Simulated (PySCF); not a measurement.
C₄H₆BFO, SMILES O=C1CCCB1F.

Coordinates come from a B3LYP-D3(BJ)/def2-SVP optimisation. The structure was generated by enumeration, and PubChem lists no compound with its InChIKey, so it may never have been made. The values are those of a single conformer.

These are TDA-PBE/def2-SVPD (PySCF) values and carry that method's errors.

Vertical excitations. The molecule is in vacuum.

```csv
state,energy (eV),λ (nm),f,main pairs
S1,2.10,590,0.000,HOMO→LUMO 100 %
S2,4.86,255,0.003,HOMO−1→LUMO 98 %
S3,5.06,245,0.002,HOMO→LUMO+1 97 %
S4,5.26,236,0.029,HOMO−2→LUMO 81 %
S5,5.45,228,0.003,HOMO→LUMO+2 90 %
S6,5.53,224,0.010,HOMO−3→LUMO 83 %
S7,5.63,220,0.007,HOMO→LUMO+3 94 %
S8,6.03,205,0.030,HOMO→LUMO+4 99 %
S9,6.21,200,0.009,HOMO→LUMO+5 98 %
S10,6.26,198,0.010,"HOMO−5→LUMO 62 %, HOMO−4→LUMO 34 %"
T1,1.50,827,0,HOMO→LUMO 100 %
T2,4.52,274,0,HOMO−1→LUMO 97 %
T3,4.64,267,0,HOMO−2→LUMO 88 %
T4,4.99,249,0,HOMO→LUMO+1 100 %
```
Triplets are in the Tamm–Dancoff approximation.
